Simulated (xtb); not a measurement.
Se(H)(SMe) (CH4SSe), SMILES CS[SeH]. All values are semi-empirical tight-binding results from xtb (GFN2-xTB unless named), good for trends rather than for accurate numbers. Geometry: GFN2-xTB. One conformer was computed; it need not be the lowest.

Task: Estimate the properties. (An estimate is asked for; the answer gives what the named calculation found.)

Result: 
```json
{
 "orbital_gap": "3.57 eV",
 "zero_point_energy": "27.8 kcal/mol",
 "G − E(el) at 298.15 K (modified RRHO)": "9.4 kcal/mol",
 "static polarisability (D4 model)": "62.8 bohr³",
 "solvation energy, GFN2-xTB/ALPB(water)": "-0.6 kcal/mol",
 "solvation energy, GFN2-xTB/ALPB(hexane)": "-3.2 kcal/mol"
}
```
